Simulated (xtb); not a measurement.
BaCl2, charge +1, doublet, at a GFN2-xTB geometry (such geometries of metal compounds can be far from the true shape) (a state made from the parent by changing its charge; the spin is typed, not shown lowest). Base run: GFN2-xTB run with xtb.

Here is a job for xtb.
```
$ xtb mol.xyz --gfn 2 --chrg 1 --uhf 1 --json

# file mol.xyz
3

Ba     0.44228430     0.52411127     0.57675849
Cl     0.23375230    -0.64466575    -1.88645350
Cl    -1.69068882    -1.08181843    -0.01345681
```

Variants of this job, named by their change:

| change | ΔE vs base (kcal/mol) | G_solv (kcal/mol) | SCF cycles |
|---|---|---|---|
| base | 0.000 | - | 45 |
| alpb = benzene | -43.92 | -43.93 | 41 |
| etemp = 10000 | -67.3 | - | 27 |
| file = coord | 0.000 | - | 45 |
| gbsa = acetonitrile | -54.52 | -54.56 | 40 |
| acc = 0.0001 | 0.000 | - | 57 |
| gbsa = toluene | -36.04 | -36.13 | 40 |
| alpb = toluene | -42.39 | -42.42 | 41 |

ALPB and GBSA are two models with their own fitted parameters for each solvent, which aren't always the measured dielectric constant.
